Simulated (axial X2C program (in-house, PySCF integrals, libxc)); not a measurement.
Low determinants of InSe at the PBE0 level, scalar-relativistic

Computed with an axial X2C code built on PySCF integrals. Spin-free means the one-electron spin-free X2C Hamiltonian. Basis: In dyall-cv3z [11s12p9d4f1g], Se dyall-cv3z [8s9p6d4f1g] (cores contracted in-house); Gaussian nuclei, density fitting, unrestricted open shells. Masses: In 114.904 u, Se 79.917 u.

Search at 2.430 Å (vertical energies from the lowest determinant):

| ΔE (eV) | state | electrons beyond evenly filled partner blocks | electrons in σ, π, δ, φ |
| --- | --- | --- | --- |
| 0.00 | M_S = 1/2, Λ = 0 | σα | 35 36 12 0 |
| 0.25 | M_S = 1/2, Λ = 1 | π+α, π+β, π-α | 36 35 12 0 |
| 2.88 | M_S = 3/2, Λ = 0 | σα, π+α, π+β, 2 × π-α | 35 36 12 0 |
| 2.88 | M_S = 3/2, Λ = 2 | σα, 2 × π+α, π+β, π-α | 35 36 12 0 |
| 3.11 | M_S = 1/2, Λ = 2 | σα, 2 × π+α, π+β, π-β | 35 36 12 0 |
| 3.34 | M_S = 1/2, Λ = 2 | σα, π+α, 2 × π+β, π-α | 35 36 12 0 |

Lowest determinant, M_S = 1/2, Λ = 0 (beyond evenly filled blocks: σα): Re = 2.391 Å, ωe = 255.6 cm⁻¹.

The determinant in row 2 of the search, M_S = 1/2, Λ = 1 (beyond evenly filled blocks: π+α, π+β, π-α), was followed along the bond at PBE0; measured from the minimum of the lowest determinant it gives:

Te = 0.074 eV (597 cm⁻¹), Re = 2.633 Å, ωe = 200.6 cm⁻¹.

Problem. Compare the bond of the determinant in row 2 with that of the lowest one.

Solution. At PBE0 its Re is 0.242 Å longer and its force constant, which goes as ωe², is 0.62 times that of the lowest determinant. T0 ≈ Te + Δωe/2 = 597 + (-28) = 569 cm⁻¹.

The search compares states at one distance, so a state with another bond length can lie lower; it is not exhaustive and yields mostly the lowest determinant of each block pattern, so other components and higher states of one pattern are missing. These are energies of single determinants, not of spin-adapted states; PBE0 term energies can be off by some tenths of an eV, and the functional has no current term. The lowest determinant need not be the ground state where others lie within half an eV.
